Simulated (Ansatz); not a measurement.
Molecule: SiCl2, charge 0, multiplicity 1. 
Coordinates optimised at B3LYP-D3(BJ)/def2-TZVP (Ansatz, a program for electronic structure):
SMILES: Cl[Si]Cl
```xyz
3

Si    -0.0165     0.0173     0.9364
Cl     1.0611     1.2272    -0.3899
Cl    -1.0475    -1.2415    -0.3813
```

Computed values are from Ansatz. Correlated levels leave the core frozen unless marked. UHF or UKS for open shells. No spin-orbit coupling. No relativistic terms. Basis-set limits of correlation are two-point, X^-3; Hartree-Fock from the larger set. The bracket is a focal-point correction in the basis named.

The Hartree-Fock reference is unstable (checked in the largest basis), which strains HF and MP2. 

Task: What is the atomisation energy De at CCSD(T)/CBS(cc-pV(T+d)Z,cc-pV(Q+d)Z)?

Result: 208.4 kcal/mol.

Task: What is the vertical ionisation energy (to the doublet) at RI-MP2/CBS(aug-cc-pV(T+d)Z,aug-cc-pV(Q+d)Z)+[CCSD(T)-MP2]/aug-cc-pV(T+d)Z?

Result: 10.21 eV.

Task: What is the dipole moment at CCSD(T)/aug-cc-pV(D+d)Z?

Result: 1.06 D.

Task: What is the vertical electron affinity (to the doublet; negative means unbound) at RI-MP2/CBS(aug-cc-pV(T+d)Z,aug-cc-pV(Q+d)Z)+[CCSD(T)-MP2]/aug-cc-pV(T+d)Z?

Result: 1.02 eV.

Task: What is the total energy at CCSD(T)/CBS(cc-pV(T+d)Z,cc-pV(Q+d)Z)?

Result: -1208.6860 Eh.
